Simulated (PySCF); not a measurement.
**What settings do to a single point of [La(H2O)]3+**

The sound run of [La(H2O)]3+ (singlet) uses PySCF 2.14.0, RKS r2SCAN, La lcecp-1-SVP with ECP46, O def2-SVP, H def2-SVP; non-relativistic Hamiltonian with scalar-relativistic core potentials where named; density fitting; no spin-orbit coupling, grid (50, 194), threshold 1e-8 Eh and 55 cycles, at the relaxed geometry:

```xyz
4

La    0.0000    0.0000   -0.1555
O     0.0000    0.0000    2.1838
H     0.7770    0.0000    2.8130
H    -0.7770    0.0000    2.8130
```

There La1 has a Mulliken charge of 2.61 e and the dipole about the centre of mass is 2.40 D. Each run below changes one thing and starts from free metal ions and neutral atoms unless it says otherwise; with 55 cycles, smearing, a level shift and second-order steps follow where DIIS fails, and their cycles count. Energy shifts count from the sound run. On f atoms grids over 110 angular points are at least (60, 302).

```
                                               change    outcome  cycles  energy shift (eV)  largest force component (eV/Å)  charge on La1 (e)  dipole about the centre of mass (D)
start from the bare core Hamiltonian, limit 67 cycles  converged      12             0.0000                            0.00               2.61                                 2.40
                                        grid (10, 14)  converged     160              -2.66                            6.22               1.00                                21.08
                               all coordinates × 1.12  converged      20               0.82                            2.87               2.64                                 2.42
```

Problem. How does the run with this change end: threshold 0.0001?

Solution. outcome converged, cycles 8, energy shift (eV) 0.0000, largest force component (eV/Å) 0.02, charge on La1 (e) 2.61, dipole about the centre of mass (D) 2.41.

Unsound on purpose, so not properties of the compound: grid (10, 14).

Forces carry noise of the integration grid, about 0.01 to 0.03 eV/Å.

No frequency check is given that shows the relaxed geometry to be a minimum.
